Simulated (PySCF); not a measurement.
SiPb: from constants to spectrum

UHF-CCSD(T) constants of SiPb, ³Σ⁻ (triplet), unpaired electrons π ↑↑ (PySCF, scalar-relativistic core potentials, basis sets Si def2-TZVPP, Pb def2-TZVPP with ECP60; masses 27.9769 and 207.9766 u):

```
ωe            : 316.6 cm⁻¹
ωexe          : 0.864 cm⁻¹
Be            : 0.10177 cm⁻¹
αe            : 0.000391 cm⁻¹
De to Si + Pb : 2.37 eV
```

(1) What force constant and bond length do these constants imply?

(2) Estimate the centrifugal constant D from the Kratzer relation and find the Dunham coefficient a1.

Correlated steps freeze 9 core orbitals. These are scalar-relativistic numbers at best; spin–orbit coupling would shift them, the dissociation energy most. The state is the lowest determinant that a PBE0 search found; another state may lie lower at other levels.

## Answers

(1) Reduced mass μred = 24.660 u; k = 5.8918×10⁻⁷·μred·ωe² (u, cm⁻¹, mdyn/Å) = 1.46 mdyn/Å; Re = √(16.8576/(μred·Be)) (u, cm⁻¹, Å) = 2.592 Å.

(2) D = 4Be³/ωe² = 4.21e-08 cm⁻¹; a1 = −1 − αeωe/(6Be²) = -2.99.
